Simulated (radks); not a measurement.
Valence configurations of neutral cerium (all share [Xe]). Calculated with a radial shooting solver on a logarithmic mesh with Libxc functionals: Dirac Kohn-Sham, PBE, spin-unpolarised, spherical densities, point nucleus; open shells are shared between the two j in proportion to 2j + 1. Energies are relative to 4f1 5d1 6s2; eigenvalues in eV.

| valence | E (eV) | e(4f5/2) | e(4f7/2) | e(5d3/2) | e(5d5/2) | e(6p1/2) |
|---|---|---|---|---|---|---|
| 4f1 5d1 6s2 | 0.000 | -5.567 | -5.235 | -3.179 | -2.977 | - |
| 4f1 5d2 6s1 | 0.895 | -3.973 | -3.644 | -2.218 | -2.042 | - |
| 4f1 6s2 6p1 | 2.281 | -8.617 | -8.281 | - | - | -2.345 |
| 4f3 5d1 | 4.681 | -0.535 | -0.305 | -2.983 | -2.844 | - |
| 5d2 6s2 | 4.753 | - | - | -4.224 | -3.969 | - |
| 4f1 5d1 6p2 | 4.981 | -7.734 | -7.400 | -4.893 | -4.665 | -2.447 |
| 4f1 6s1 6p2 | 5.105 | -9.673 | -9.336 | - | - | -2.776 |
| 5d1 6s2 6p1 | 8.096 | - | - | -6.464 | -6.170 | -2.440 |
| 5d0.5 6s2 6p1.5 | 10.282 | - | - | -7.562 | -7.249 | -2.853 |

NIST lists [Xe] 4f1 5d1 6s2 as the ground configuration; this level of theory agrees among the configurations tried. The energies are those of spherical spin-averaged densities, not of single terms. No valid solution was reached for [Xe] 4f2 5d1 6s1.
